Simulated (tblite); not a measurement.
Compound: C3H6NSSi (doublet state).
Numbering: `[N:1]=[CH:2]/[CH:3]=[CH:4]\[S:5][SiH3:6]` (hydrogens: H7 on C2; H8 on C3; H9 on C4; H10, H11, H12 on Si6)

Structure optimised with GFN2-xTB, isolated species. This method treats the open shell by occupation alone, without spin polarisation.

(1) Give the optimised bond lengths and angles.

Answers

(1) 
| bond | length (Å) |
| --- | --- |
| N1=C2 | 1.226 |
| C2–C3 | 1.459 |
| C3=C4 | 1.334 |
| C4–S5 | 1.749 |
| S5–Si6 | 2.164 |
| C2–H7 | 1.105 |
| C3–H8 | 1.080 |
| C4–H9 | 1.080 |
| Si6–H10, Si6–H11, Si6–H12 | 1.456 |

Bonds in one row agree within 0.01 Å and their mean is given. A selection of angles:
| angle | degrees |
| --- | --- |
| N1–C2–C3 | 128.3 |
| N1–C2–H7 | 120.5 |
| C3–C2–H7 | 111.2 |
| C2–C3–C4 | 123.0 |
| C2–C3–H8 | 116.4 |
| C4–C3–H8 | 120.5 |
| C3–C4–S5 | 124.4 |
| C3–C4–H9 | 120.6 |
| S5–C4–H9 | 115.1 |
| C4–S5–Si6 | 100.5 |
| S5–Si6–H10 | 106.6 |
| S5–Si6–H12 | 102.4 |
| H10–Si6–H11 | 111.4 |
| H10–Si6–H12 | 114.4 |

Torsions: N1–C2–C3–C4 180° (antiperiplanar); C2–C3–C4–S5 0° (synperiplanar); C3–C4–S5–Si6 180° (antiperiplanar).

The 6 heavy atoms lie in one plane (0.001 Å rms). Of the pairs four or more bonds apart, S5···H7 is among the closest relative to their van der Waals radii: 2.56 Å, 85 % of the sum of Bondi's values. Si6 (silicon bonded to S and 3 H) is distorted tetrahedral (angles from 102.4° to 114.4°). C2 (carbon bonded to C, N and H) is planar (angles 128.3°, 120.5° and 111.2°, sum 360.0°, 0.00 Å off the plane of its three neighbours). C4 (carbon bonded to C, S and H) is planar (angles 124.4°, 120.6° and 115.1°, sum 360.0°, 0.00 Å off the plane of its three neighbours). The 2 C–C bonds span 1.334 Å (C3=C4, drawn double) to 1.459 Å (C2–C3, drawn single), a spread of 0.125 Å. C3 (carbon bonded to 2 C and H) is planar (angles 123.0°, 120.5° and 116.4°, sum 360.0°, 0.00 Å off the plane of its three neighbours).

Point group: Cs (tolerance 0.08 Å). Its GFN2-xTB frequencies are all real (lowest 24 cm⁻¹).

One conformer stands for the species.

All values are computed, not measured.
